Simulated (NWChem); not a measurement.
[NH]=[Cr]([OH])([F])=[S] (CrNH2SOF), optimised at PBE0/def2-SVP with NWChem:

| Item | Result |
|---|---|
| highest occupied level (eV) | -7.78 |
| orbital gap (eV) | 4.15 |
| dipole (D) | 3.52 |

All stand in one matching conformer (torsions within 35°), which need not be the lowest. One or both are not confirmed as a minimum by frequencies.

Task: One F atom is replaced by Cl, giving [OH][Cr]([Cl])(=[S])=[NH] (CrNH₂SOCl), optimised at the same level. How do these values move?

Result: 
```
quantity                     new value  change
---------------------------  ---------  ------
highest occupied level (eV)      -7.66   +0.12
orbital gap (eV)                  3.93   -0.22
dipole (D)                        3.50   -0.02
```
